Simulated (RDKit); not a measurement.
Input file for RDKit: MMFF94 on C2H2F2 (SMILES F/C=C\F).

```python
from rdkit import Chem
from rdkit.Chem import AllChem, rdDetermineBonds

blocks = [
'''6

F    -1.37512407    1.06451661    0.19109937
C    -0.66096453   -0.06856649    0.15900426
C     0.65991058   -0.07861733    0.17486727
F     1.39023064    1.04348209    0.22439222
H    -1.25323075   -0.97092856    0.11922564
H     1.23917815   -0.98988632    0.14916258
''',
]
mol = None
for b in blocks:
    f = Chem.MolFromXYZBlock(b)
    rdDetermineBonds.DetermineBonds(f, charge=0)
    mol = f if mol is None else Chem.CombineMols(mol, f)
Chem.SanitizeMol(mol)
print(Chem.MolToSmiles(Chem.RemoveHs(mol)))
ff = AllChem.MMFFGetMoleculeForceField(mol, AllChem.MMFFGetMoleculeProperties(mol), nonBondedThresh=100.0, ignoreInterfragInteractions=False)
e = ff.CalcEnergy()
print(f'MMFF94 energy {e:.6f} kcal/mol')
```

It printed:

```
F/C=C\F
MMFF94 energy 2.756928 kcal/mol
```

The run finished.

Cost: around 0.03 core-seconds (rough).
